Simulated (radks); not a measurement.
Ionisation of the krypton ion Kr+, [Ar] 3d10 4s2 4p5, to [Ar] 3d10 4s2 4p4 as the strength of local exchange is varied. Method: scalar-relativistic Kohn-Sham, Slater X-alpha exchange (alpha = 2/3 is LDA exchange), no correlation, spin-unpolarised, spherical densities, point nucleus; computed with a radial shooting solver on a logarithmic mesh with Libxc functionals.

| alpha | E(Kr+) (hartree) | exchange (hartree) | IE (eV) | -e of the level emptied (eV) | <r> of it (bohr) |
|---|---|---|---|---|---|
| 0.568 | -2769.87674 | -75.78537 | 22.468 | 16.968 (4p) | 1.876 |
| 0.667 | -2783.13133 | -89.40083 | 23.924 | 18.326 (4p) | 1.840 |
| 0.753 | -2794.69443 | -101.32593 | 25.224 | 19.544 (4p) | 1.811 |
| 0.783 | -2798.73878 | -105.50716 | 25.686 | 19.977 (4p) | 1.801 |
| 0.889 | -2813.07318 | -120.36904 | 27.347 | 21.542 (4p) | 1.766 |
| 0.905 | -2815.24287 | -122.62428 | 27.601 | 21.783 (4p) | 1.761 |
| 0.963 | -2823.12117 | -130.82574 | 28.535 | 22.666 (4p) | 1.744 |
| x | -2818.22875 | -125.73034 | 27.954 | 22.116 (4p) | 1.755 |

Which alpha was used in the last row?

Answer. alpha = 0.927. NIST Atomic Spectra Database: 24.360 eV (measured). The Delta-SCF value meets it near alpha = 0.70. Spin polarisation and multiplet splitting are left out, so open shells lie too high by an amount that depends on their filling.

Beside tabulated values, note that spin-unpolarised runs miss the spin-polarisation part of the exchange energy of open shells.
